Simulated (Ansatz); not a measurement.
Problem. Name a neutral molecule of C, O, Si, Sn and H with LUMO energy (PBE0/def2-TZVPP) between -0.60 and -0.30 eV and HOMO–LUMO gap (PBE/def2-TZVPP) between 4.65 and 4.95 eV (Ansatz, PBE0-D4/def2-TZVP geometry).

Solution. `O[SiH]1O[CH2][SnH2]1` (-0.51 eV, 4.79 eV); `[SiH3]C[O][SnH3]` (-0.60 eV, 4.79 eV); `[CH3][SnH2][SiH2]O` (-0.46 eV, 4.92 eV). Other molecules can fit too; these were computed, each in one conformer that needn't be the lowest.
